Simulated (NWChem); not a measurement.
Molecule: C$_{4}$H$_{3}$N; SMILES N#CCC#C

```xyz
8

C      0.5835    -2.1932     0.0000
C     -0.0617    -1.1715     0.0000
C     -0.8549     0.0546     0.0000
C     -0.0470     1.2758     0.0000
N      0.5757     2.2497     0.0000
H      1.1615    -3.0993     0.0000
H     -1.5163     0.0786     0.8833
H     -1.5163     0.0786    -0.8833
```
Atoms are numbered in this order, from 1.

Results from NWChem. STO-3G and 3-21G are far too small for this property and stand as cheap habits. All runs use the structure optimised with PBE0/def2-SVP. GIAO values for the isolated, static molecule; σ is the absolute isotropic shielding, δ = σ(reference) − σ with the isolated reference molecule computed at the same levels (13C: tetramethylsilane, 1H: tetramethylsilane, 15N: ammonia).

For level LDA (Slater exchange, VWN5)/pcSseg-1:

```yaml
"δ C1 (ppm)": 81.6
"δ C2 (ppm)": 78.1
"δ C3 (ppm)": 9.1
"δ C4 (ppm)": 118.5
"δ N5 (ppm)": 320.7
"δ H6 (ppm)": 1.84
"δ H7 (ppm)": 3.21
```

Question: What are these values for level Hartree-Fock/STO-3G?

Answer: The δ C1 (ppm) is 75.6 and the δ C2 (ppm) comes out as 61.0. The δ C3 (ppm) is 19.2 and the δ C4 (ppm) is 102.2. The δ N5 (ppm) is 244.1 and the δ H6 (ppm) is 3.08. The δ H7 (ppm) is 2.40.
